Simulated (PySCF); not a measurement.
## Dipole moment and polarisability of `FC(F)[C@]1(C(F)(F)F)COBO1`

Compound: C4H4BF5O2.
Structure used (PBE0-D3(BJ)/def2-SVP), in Å, numbered top down from 1:
```xyz
16
C4H4BF5O2 angstrom
F     -0.3757   -2.2223    0.6482
C     -1.0928   -1.0865    0.5565
F     -2.0397   -1.2627   -0.3836
C     -0.1495    0.0424    0.1391
C     -0.8890    1.3778    0.0252
F     -1.5838    1.6395    1.1296
F     -1.7322    1.3715   -1.0049
F     -0.0166    2.3652   -0.1627
C      0.6341   -0.2929   -1.1547
O      1.9868   -0.3320   -0.7495
B      2.0572   -0.0585    0.5752
O      0.8275    0.1712    1.1433
H     -1.5688   -0.8823    1.5293
H      0.4975    0.4716   -1.9332
H      0.3351   -1.2667   -1.5680
H      3.0775   -0.0155    1.1990
```

Level: CAM-B3LYP/def2-SVPD (PySCF), static field, nuclei fixed, core orbitals frozen in the response. The polarisability tensor in these axes (au):

```
x   73.16 -0.63  2.20
y   -0.63 62.29  0.51
z    2.20  0.51 64.94
```

**Question.** Diagonalise the tensor; give its mean and Δα, where Δα² is half the sum of the squared differences of the eigenvalues.

**Answer.** Principal values 62.09, 64.58 and 73.73 au; mean 66.80 au = 9.90 Å³ = 11.01 × 10⁻⁴⁰ C²·m²/J; Δα = 10.62 au (16 % of the mean).

**Question.** What is the dipole moment, and where does it point?

**Answer.** (-0.19, -0.22, -0.17) D, 0.34 D in size, pointing from the negative to the positive side. Measured along this direction, the outermost atoms are H16 at the negative end and F3 at the positive end.

**Question.** Orientational against electronic polarisability at 250 K (dilute gas, rigid molecules)?

**Answer.** In Gaussian units μ²/3kT = 1.12 Å³ against 9.90 Å³, a ratio of 0.11; the Debye molar polarisation (4π/3)N_A(α + μ²/3kT) is 27.8 cm³/mol, leaving out the vibrational part.

**Question.** Give the eigenvalues of the traceless quadrupole moment Θ = ½Σq(3rr − r²1), origin at the centre of nuclear charge.

**Answer.** -4.07, -1.86, 5.93 D·Å. The values depend on the origin, since the dipole doesn't vanish. The electronic extent ⟨r²⟩ about the same centre is 1579 bohr², a root-mean-square distance of 2.17 Å for the 94 electrons.

**Question.** Refractivity n − 1 of an ideal gas of it at 350 K and 1 atm, from the electronic α?

**Answer.** N = p/kT = 2.0968 × 10¹⁹ cm⁻³, so n − 1 = 2π × N × 9.90 × 10⁻²⁴ cm³ = 1304 × 10⁻⁶ at long wavelengths, for an ideal gas.

**Question.** Find the Langevin capture rate constant for O2+ (31.990 u) meeting this molecule (190.022 u), k = 2.342 × 10⁻⁹ cm³/s × √(α in Å³ / reduced mass in u).

**Answer.** The reduced mass is 27.38 u, so k = 1.41 × 10⁻⁹ cm³/s. The formula leaves out the permanent dipole, which adds to the capture rate.

Isolated species at its PBE0-D3(BJ)/def2-SVP geometry (one conformer only).
